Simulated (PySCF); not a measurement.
Si(F)(Cl)(Me)(OH) (CH4ClFOSi), SMILES F[Si](Cl)(O)C.

Coordinates come from a PBE0-D3(BJ)/def2-SVP optimisation. Other conformers were not sampled.

Computed with M06-2X/def2-TZVP (PySCF).

The molecule is in vacuum.

Task: Estimate the frontier levels, gap, dipole moment and polarisability. (Estimate from the structure and the level; the computed values follow.)

Result: 
```json
{
  "highest_occupied_level": "-10.67 eV",
  "lowest_empty_level": "1.24 eV",
  "orbital_gap": "11.91 eV",
  "dipole_moment": "1.14 D",
  "quadrupole, principal values (traceless, Buckingham form, about the centre of nuclear charge)": "-5.76, -3.99, 9.75 D·Å",
  "mean_static_polarisability": "48.3 bohr³ (7.15 Å³)",
  "polarisability_principal_values": "42.1, 47.4, 55.3 bohr³"
}
```
